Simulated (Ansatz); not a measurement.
Cd(NH2)2 (CdN₂H₄), 7 atoms. Hardware: 4 threads of Arm Neoverse V1 on a shared host.

In the def2 sets Cd takes a core potential; there is no spin–orbit coupling. Correlated methods freeze 2 core orbitals; core or outer-core shells of Cd are correlated, in sets that lack core-valence functions.

Problem. How many basis functions does each of these Ansatz runs have, and roughly what does it cost? HF/def2-TZVP, charge 0 singlet, energy, from earlier orbitals; PBE0-D4/def2-TZVP, charge 0 singlet, energy, from earlier orbitals; PBE-D4/def2-TZVP, charge 0 singlet, energy and forces, from earlier orbitals; PBE-D4/def2-SVP, charge 0 singlet, energy, from earlier orbitals; r2SCAN-D4/def2-TZVP, charge 0 triplet at the geometry of the charge 0 singlet, energy, from earlier orbitals; RPA@PBE/def2-TZVP, charge 0 singlet, energy, from earlier orbitals; PBE0-D4/def2-TZVP, charge 1 doublet at the geometry of the charge 0 singlet, energy; BHLYP-D4/def2-TZVP, charge 0 singlet, energy, from earlier orbitals; PBE-D4/def2-TZVP, charge 1 doublet at the geometry of the charge 0 singlet, energy, from earlier orbitals; revPBE-D4/def2-TZVP, charge 0 singlet, energy, from earlier orbitals; BLYP-D4/def2-TZVP, charge 0 singlet, energy, from earlier orbitals; MP2/def2-TZVP, charge 0 singlet, energy, from earlier orbitals.

Solution. Other jobs shared the machine, so times can vary by a factor of up to 3. A dash marks memory too small to be measured apart from the calling script's.

```csv
run,functions,fitting or Cholesky vectors,wall time,peak host memory (GiB)
"HF/def2-TZVP, charge 0 singlet, energy, from earlier orbitals",126,1036,0.45 s,–
"PBE-D4/def2-SVP, charge 0 singlet, energy, from earlier orbitals",79,884,0.55 s,–
"MP2/def2-TZVP, charge 0 singlet, energy, from earlier orbitals",126,968,0.7 s,–
"revPBE-D4/def2-TZVP, charge 0 singlet, energy, from earlier orbitals",126,855,0.8 s,–
"BLYP-D4/def2-TZVP, charge 0 singlet, energy, from earlier orbitals",126,855,0.9 s,–
"PBE-D4/def2-TZVP, charge 0 singlet, energy and forces, from earlier orbitals",126,855,1 s,–
"BHLYP-D4/def2-TZVP, charge 0 singlet, energy, from earlier orbitals",126,980,1.1 s,–
"PBE0-D4/def2-TZVP, charge 0 singlet, energy, from earlier orbitals",126,906,1.4 s,–
"PBE-D4/def2-TZVP, charge 1 doublet at the geometry of the charge 0 singlet, energy, from earlier orbitals",126,855,1.6 s,–
"RPA@PBE/def2-TZVP, charge 0 singlet, energy, from earlier orbitals",126,968,1.9 s,–
"r2SCAN-D4/def2-TZVP, charge 0 triplet at the geometry of the charge 0 singlet, energy, from earlier orbitals",126,855,4.8 s,–
"PBE0-D4/def2-TZVP, charge 1 doublet at the geometry of the charge 0 singlet, energy",126,906,6 s,–
```
